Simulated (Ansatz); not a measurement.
Molecule: CH3AlF2O (charge 0, singlet). 
Structure (B3LYP-D3(BJ)/def2-TZVP (Ansatz, a first-principles code) minimum search):
```
O
C 1 1.4123
H 2 1.0922 1 109.47
H 2 1.0922 3 108.41 1 -119.35
H 2 1.0937 3 108.60 4 -117.82
Al 1 1.6644 2 136.93 3 120.65
F 6 1.6395 1 119.68 2 180.00
F 6 1.6442 7 118.20 1 180.00
```

Basis-set convergence of Hartree-Fock and CCSD(T) correlation energies (hartree) with Ansatz. Correlated levels leave the core frozen unless marked. No spin-orbit coupling. Non-relativistic.

```tsv
basis	functions	E(HF)	E(corr, CCSD(T))
cc-pV(D+d)Z	94	-555.48740	-0.79728
cc-pV(T+d)Z	201	-555.61421	-1.03305
cc-pV(Q+d)Z	374	-555.64736	-1.11407
```

Extrapolating the two largest sets (X = 3 and 4) as X^-3: E(corr) = (64·(-1.11407) - 27·(-1.03305))/37 = -1.1732 Eh, an estimate of the basis-set limit. The largest set recovers 95.0 % of it, the smallest 68.0 %.
